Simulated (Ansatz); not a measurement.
Reactions of `C[CH2][InH][O][SiH3]`.

Program: Ansatz. Geometries: PBE0-D4/def2-TZVP. ΔE: electronic, gas phase. CBS: MP2 limit from def2 TZ/QZ plus the TZ coupled-cluster correction, frozen cores. This one scheme is used for every species, atoms too. For atomizations the MP2-based limit and the directly extrapolated one differ by several kJ/mol either way, and by 10 to 25 for some Ge, Se and Sn compounds, so smaller differences from it don't rank the levels. Functionals use def2-TZVPP. No spin–orbit coupling; open shells (•) take unrestricted orbitals. Spin–orbit coupling would lower the free atoms: a little for C, O, Si; strongly for In. Elements past krypton have def2 core potentials. Bonds to Br, In are less sure, by a few kJ/mol each and by 10 to 20 or more in all where they break to atoms, as the def2 sets lack core-valence functions. Scalar relativity is left out up to krypton. Each species was taken in one conformer, which may not be the lowest.

```tsv
reaction	CCSD(T)/CBS(def2) (kJ/mol)
`C[CH2][InH][O][SiH3]` + HBr → `[SiH3][O][InH][Br]` + `CC`	-160
`C[CH2][InH][O][SiH3]` → 2 C• + 9 H• + In• + O• + Si•	4756
`C[CH2][InH][O][SiH3]` → `C[CH2][InH][OH]` + `[SiH2]`	?
`C[CH2][InH][O][SiH3]` + `O[SiH3]` → `[SiH3][O][InH][O][SiH3]` + `CC`	-76
`C[CH2][InH][O][SiH3]` + `CO[SiH3]` → `C[CH2][InH2]` + `CO[SiH2]O[SiH3]`	-52
`C[CH2][InH][O][SiH3]` + H₂S → `C[CH2][InH][SH]` + `O[SiH3]`	-35
`C[CH2][InH][O][SiH3]` + HCl → `[SiH3][O][InH][Cl]` + `CC`	-140
`C[CH2][InH][O][SiH3]` + H₂ → `[CH3][InH][O][SiH3]` + CH₄	?
```

Task: Fill in the missing values. (Best estimate.)

Result: The calculation gave: `C[CH2][InH][O][SiH3]` → `C[CH2][InH][OH]` + `[SiH2]`: +349.4 kJ/mol; `C[CH2][InH][O][SiH3]` + H₂ → `[CH3][InH][O][SiH3]` + CH₄: -78.9 kJ/mol.

Largest T1 diagnostic: 0.015, for `[SiH3][O][InH][O][SiH3]`.
